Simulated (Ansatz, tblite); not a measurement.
Adding an electron: the cluster SiTe₂⁺ (the lowest doublet isomer of a short search). Charge 1, multiplicity 2. Geometry: B3LYP-D4/def2-TZVP. Ansatz, gas phase; energy differences of separate SCF runs; the reduced species is a singlet (the triplet lies 1.09 eV higher at PBE0-D4/def2-TZVP).

```xyz
3

Si   -1.261   -0.426   -0.606
Te    0.406    1.474   -0.115
Te    0.855   -1.049    0.722
```

In the def2 sets Te takes a core potential; there is no spin–orbit coupling. The xTB rows come from tblite. The structure comes from a short search, and lower isomers may exist.

**Question.** Estimate orbital energies and vertical electron affinities at: GFN1-xTB; GFN2-xTB; PBE-D4/def2-TZVP; r2SCAN-D4/def2-TZVP; PBE0-D4/def2-TZVP.

**Answer.** 
```tsv
level	−HOMO (eV)	−LUMO (eV)	vertical EA (eV)	HOMO–LUMO gap (eV)
GFN1-xTB	–	–	11.89	–
GFN2-xTB	–	–	11.56	–
PBE-D4/def2-TZVP	10.81	9.98	7.38	0.82
r2SCAN-D4/def2-TZVP	11.18	9.85	7.44	1.33
PBE0-D4/def2-TZVP	11.87	9.26	7.47	2.61
```

  HOMO and LUMO are the levels of the spin that leaves or enters (xTB has no such levels and no spin-polarisation term). Other spin states of the ions may lie lower, which would lower the ionisation energy or raise the affinity. Raw xTB energy differences between charge states are shifted by several eV; the methods need an empirical correction for them.
